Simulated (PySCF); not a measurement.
Spectrum to structure. Computed with PySCF, TDDFT B3LYP/def2-SVPD, vertical, gas phase, core orbitals frozen in the response. Geometries: PBE0-D3(BJ)/def2-SVP, one conformer each.

| state | λ (nm) | f |
| --- | --- | --- |
| S1 | 305.5 | 0.0000 |
| S2 | 232.4 | 0.0001 |
| S3 | 225.6 | 0.400 |
| S4 | 215.2 | 0.0001 |
| S5 | 198.7 | 0.104 |
| S6 | 191.5 | 0.0000 |
| S7 | 186.8 | 0.0021 |
| S8 | 175.5 | 0.096 |
| S9 | 174.7 | 0.369 |
| S10 | 172.2 | 0.024 |

Triplets computed (Tamm–Dancoff): 3.74, 3.85, 4.71, 5.22 eV.

Orbital energies (eV): HOMO-3 -9.08, HOMO-2 -8.63, HOMO-1 -8.01, HOMO -7.46, LUMO -2.16, LUMO+1 -0.14, LUMO+2 0.02.

Question: Which structure fits? All have the formula C4H5BCl2.
A. `C=C/C=C/B(Cl)Cl`
B. `CC=C=CB(Cl)Cl`
C. `ClB(Cl)[C@]12C[C@H]1C2`

Answer: B. Its S1, at 4.06 eV, is the lowest among the candidates; the nearest of the others has S1 at 4.57 eV. S1 is HOMO→LUMO (99%). Löwdin shares by element: HOMO carbon 82% (atoms not listed hold the other 18%); LUMO carbon 36% or more, boron 29%, chlorine 12% or more (atoms not listed hold the other 23%). At the same level the other candidates give, for their lowest levels:
- `ClB(Cl)[C@]12C[C@H]1C2`: 222 nm (f 0.314); 211 nm (f 0.000); 204 nm (f 0.004); 184 nm (f 0.003); 183 nm (f 0.001); T1 4.45 eV; HOMO -7.53, LUMO -1.46 eV
- `C=C/C=C/B(Cl)Cl`: 272 nm (f 0.725); 252 nm (f 0.000); 240 nm (f 0.000); 217 nm (f 0.077); 201 nm (f 0.008); T1 2.68 eV; HOMO -7.26, LUMO -2.71 eV

Conformer computed: `[CH3:1][CH:2]=[C:3]=[CH:4][B:5]([Cl:6])[Cl:7]`: C3–C4–B5–Cl6 -1°.
